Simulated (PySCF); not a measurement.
C4H8S, SMILES C1CCSC1. Atoms are numbered in the order given.

```xyz
13

C     -0.2753    -0.7142     1.2841
C      0.2753     0.7142     1.2841
C     -0.1371     1.3404    -0.0500
S      0.0000     0.0000    -1.3171
C      0.1371    -1.3404    -0.0500
H      0.0984    -1.3060     2.1357
H     -1.3756    -0.6863     1.3569
H     -0.0984     1.3060     2.1357
H      1.3756     0.6863     1.3569
H     -1.1776     1.6998    -0.0175
H      0.5086     2.1805    -0.3431
H      1.1776    -1.6998    -0.0175
H     -0.5086    -2.1805    -0.3431
```

Geometry optimised at B3LYP-D3(BJ)/def2-SVP. The values are those of a single conformer.

Method: PBE/def2-TZVP run with PySCF.

Computed frontier levels, gap, dipole moment and polarisability:
| Property | Value |
|---|---|
| highest occupied level | -4.90 eV |
| lowest empty level | -0.12 eV |
| orbital gap | 4.77 eV |
| dipole moment | 2.06 D |
| quadrupole, principal values (traceless, Buckingham form, about the centre of nuclear charge) | -3.89, -0.64, 4.53 D·Å |
| mean static polarisability | 66.0 bohr³ (9.78 Å³) |
| polarisability, principal values | 54.1, 71.5, 72.3 bohr³ |
